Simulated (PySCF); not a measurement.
A structure optimised at PBE-D3(BJ)/def2-SVP, used in a PySCF frequency run:

```
Se
C 1 1.9598
H 2 1.1066 1 107.02
H 2 1.1073 3 109.08 1 119.87
H 2 1.1073 3 109.08 4 120.27
C 1 1.9598 2 96.64 3 180.00
H 6 1.1066 1 107.02 2 180.00
H 6 1.1073 7 109.08 1 -119.87
H 6 1.1073 7 109.08 8 -120.27
```

**Question.** Write its SMILES, formula and point group.

**Answer.** C[Se]C, C2H6Se, C2v

**Question.** What are its rotational constants (standard atomic weights)?

**Answer.** 11.180, 6.7673, 4.4629 GHz
